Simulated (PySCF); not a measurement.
A geometry optimisation on `O1C=CO[Si]1(C)Cl`.

Method: PBE0-D3(BJ)/def2-SVP geometry optimisation, gas phase (PySCF 2.14.0). Start geometry: GFN2-xTB. The command runs a driver script over a list of jobs; the input below is this job's line of settings and its coordinates in Å.

Command:
```bash
OMP_NUM_THREADS=1 python probes_run.py task.json out
```

Input:
```
{"job": {"xc": "PBE0", "basis": "def2-SVP", "d3": "d3bj", "grid": 1, "shake": 0.01, "kind": "geom"}, "charge": 0, "multiplicity": 1}
C     -1.950350     0.299040    -0.384550
Si    -0.426550    -0.141530     0.584310
Cl    -0.900230    -0.671170     2.460800
O      0.554070    -1.282280    -0.160140
C      1.759790    -0.765380    -0.412050
C      1.890690     0.506990    -0.017150
O      0.772500     1.024390     0.553940
H     -1.726960     0.623970    -1.413560
H     -2.658540    -0.509400    -0.406000
H     -2.490040     1.145860     0.102000
H      2.466110    -1.412520    -0.858090
H      2.749200     1.153750    -0.073130
```

Output:
```
step   0  E = -1016.58302286  max force = 0.029537
step   1  E = -1016.58742592  max force = 0.010196
step   2  E = -1016.58809570  max force = 0.005011
step   3  E = -1016.58835042  max force = 0.003237
step   4  E = -1016.58839614  max force = 0.003990
step   5  E = -1016.58848463  max force = 0.000895
step   6  E = -1016.58849160  max force = 0.000369
optimisation converged
```

Energies in Eh; «max force» is the largest Cartesian gradient component in Eh/bohr.

Give the first gradient maximum in eV/Å.

With 1 Eh/bohr = 51.422 eV/Å, 1.519 eV/Å.

Main results: final energy -1016.58849 Eh after 6 steps; dipole 1.61 D.

Estimate the wall time. Hardware: one thread of an Arm Neoverse V1 (shared host). And the peak memory of the process?

About 75 s, with 0.51 GiB resident at the peak, the Python interpreter and its libraries included.
Labels such as C1 count atoms from 1, the log's own numbers from 0.
